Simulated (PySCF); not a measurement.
# Correlation energy of F (fluorine, neutral)

[He] 2s1 2p6, 2S determinant (an excited configuration). Calculation: PySCF 2.14, in dyall-acv3z (15s9p4d2f, 76 functions); the non-relativistic Hamiltonian (point nucleus). Frozen: 1s2; 7 electrons correlated; the 19 highest virtual orbitals of each spin left out.

MP2 pair energies summed by pair of shells (mhartree):

| pair | energy | share (%) |
| --- | --- | --- |
| 2p-2p | -246.24 | 86.6 |
| 2s-2p | -38.07 | 13.4 |

Total MP2 correlation energy: -284.31 mhartree.

Same-spin part -62.77 and opposite-spin part -221.55 mhartree; SCS-MP2 scales them by 1/3 and 6/5 to -286.78 mhartree.
